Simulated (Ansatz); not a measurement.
A run for Ansatz (a program for electronic structure): U-B2PLYP/def2-TZVPP on C3H6 (SMILES C[C]C), 2S+1 = 1, a spin state set in the input, which need not be the lowest, at the other state's geometry.

Ansatz 0.2 input:
```yaml
crystal:
  periodic: [false, false, false]
  atoms:
    - {symbol: C, position_ang: [1.34718353, -0.01740787, 0.04482774]}
    - {symbol: C, position_ang: [-0.01972422, 0.18091635, -0.43773972]}
    - {symbol: C, position_ang: [-1.33852199, -0.06203835, 0.14739793]}
    - {symbol: H, position_ang: [1.55110020, -1.07339872, 0.28224194]}
    - {symbol: H, position_ang: [1.54973852, 0.56307492, 0.95865233]}
    - {symbol: H, position_ang: [2.08375829, 0.29151843, -0.70109037]}
    - {symbol: H, position_ang: [-1.48859388, -1.12391171, 0.39833137]}
    - {symbol: H, position_ang: [-2.13967153, 0.22133437, -0.53979270]}
    - {symbol: H, position_ang: [-1.48995555, 0.51256193, 1.07474176]}
basis:
  gaussian:
    orbitals: def2-TZVPP
hamiltonian:
  xc: {name: B2PLYP}
correlation: {electrons: outside_noble_gas}
magnetization: {spin_polarized: true, initial_magnetization: 0}
```

Q: What total energy does the run end on?

A: -117.7154 hartree. Its determinant has ⟨S²⟩ = 0.83, a mixture of spin states.

Q: How many basis functions does it have, and what does it roughly cost on one machine?

A: 177 functions; roughly 24 core-seconds.
